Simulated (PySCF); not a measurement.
## Correlation energy of O³⁺ (oxygen, charge +3)

[He] 2s2 2p1, 2P determinant. Calculation: PySCF 2.14, in aug-cc-pCVTZ-DK (7s6p4d2f, 59 functions); scalar relativity by spin-free X2C-1e. Frozen: nothing; 5 electrons correlated.

```tsv
level	correlation energy (mhartree)
CCSD	-141.84
(T)	-1.45
CCSD(T)	-143.29
```

Diagnostics: T1 = 0.0044, D1 = 0.0108, largest double amplitude 0.133.

Cost of the coupled-cluster step: about 2.5 core-seconds, for 5 correlated electrons.
